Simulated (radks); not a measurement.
The indium ion In+, [Kr] 4d10 5s2. All-electron calculation, non-relativistic Kohn-Sham, PBE, spin-polarised, spherical densities, point nucleus. Program: a radial shooting solver on a logarithmic mesh with Libxc functionals. Every spin shell is full or empty, so the densities are truly spherical. Functionals are evaluated on that one density, not self-consistently. Rank these orbital-free kinetic functionals by their error against the exact value of the orbitals, and give that value: Thomas-Fermi, TF + vW, TF + vW/5, LC94, revAPBEK, Perdew 92, Pearson, LKT, DePristo-Kress, Ernzerhof.

Answer. Exact: 5739.59 hartree. From best to worst, with 100 (|E| - |E exact|)/|E exact| (equal figures are ties): LC94 +0.08, DePristo-Kress -0.08, revAPBEK +0.31, Ernzerhof -0.39, Perdew 92 -0.66, Pearson -0.91, TF + vW/5 +3.05, Thomas-Fermi -5.32, LKT +19.34, TF + vW +36.52.
